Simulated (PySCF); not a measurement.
C3H10Si.

```xyz
14

Si     0.0000     0.0000     0.3802
C     -1.5440     0.8914    -0.2239
C      1.5440     0.8914    -0.2239
C      0.0000    -1.7828    -0.2239
H      0.0000     0.0000     1.8815
H     -1.5784     0.9113    -1.3251
H     -2.4578     0.3915     0.1335
H     -1.5679     1.9328     0.1335
H      2.4578     0.3915     0.1335
H      1.5784     0.9113    -1.3251
H      1.5679     1.9328     0.1335
H      0.0000    -1.8226    -1.3251
H     -0.8899    -2.3243     0.1335
H      0.8899    -2.3243     0.1335
```
Charge 0, spin multiplicity 1.

Geometry: PBE0-D3(BJ)/def2-SVP. The isomer is the one that the SMILES or the coordinates give; other isomers of the formula were not compared.

Method: PBE/pcSseg-1 (PySCF). Non-relativistic, no solvent.

Computed absolute GIAO shielding of each atom: isotropic value and principal components (ppm):
```csv
atom,σ(iso),σ11,σ22,σ33,span
Si1,352.1,321.0,367.6,367.6,46.6
C2,182.2,178.4,181.7,186.6,8.2
C3,182.2,178.4,181.7,186.6,8.2
C4,182.2,178.3,181.7,186.6,8.2
H5,26.8,24.5,24.5,31.5,7.1
H6,31.2,27.6,29.1,37.0,9.4
H7,31.0,26.8,28.5,37.9,11.1
H8,31.0,26.8,28.5,37.9,11.1
H9,31.0,26.8,28.5,37.9,11.1
H10,31.2,27.6,29.1,37.0,9.4
H11,31.0,26.8,28.5,37.9,11.1
H12,31.2,27.6,29.1,37.0,9.4
H13,31.0,26.8,28.5,37.9,11.1
H14,31.0,26.8,28.5,37.9,11.1
```
